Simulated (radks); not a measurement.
The numbers below are computed, except where a source is named.
Charge is removed step by step from the 3d down level of the zinc ion Zn2+, starting from [Ar] 3d(up 5, down 5). Level of theory: scalar-relativistic Kohn-Sham, r2SCAN, spin-polarised, spherical densities, finite nucleus; meta-GGA in the generalised Kohn-Sham scheme; Fermi nuclear charge, rms radius 3.9283 fm (a radial shooting solver on a logarithmic mesh with Libxc functionals).

[
 {"removed (e)": "0", "E - E(0) (eV)": "0.000", "eigenvalue (eV)": "-31.039", "E minus straight line (eV)": "0.000"},
 {"removed (e)": "0.25", "E - E(0) (eV)": "8.321", "eigenvalue (eV)": "-35.570", "E minus straight line (eV)": "-1.776"},
 {"removed (e)": "0.5", "E - E(0) (eV)": "17.798", "eigenvalue (eV)": "-40.280", "E minus straight line (eV)": "-2.397"},
 {"removed (e)": "0.75", "E - E(0) (eV)": "28.474", "eigenvalue (eV)": "-45.160", "E minus straight line (eV)": "-1.819"},
 {"removed (e)": "1", "E - E(0) (eV)": "40.390", "eigenvalue (eV)": "-50.203", "E minus straight line (eV)": "0.000"}
]

Removing the whole electron costs 40.390 eV by Delta-SCF, against 31.039 eV from minus the eigenvalue at the starting occupation. Slater's transition state (half an electron removed) gives 40.280 eV. Integrating minus the eigenvalue over the occupation (Janak's theorem) gives 40.394 eV. In this scalar-relativistic scheme the density is built from large components alone, so the theorem holds only approximately. The mean slope of the eigenvalue, de/dn, is 19.2 eV per electron. Ionisation energy of Zn2+ in the NIST Atomic Spectra Database: 39.723 eV (measured).
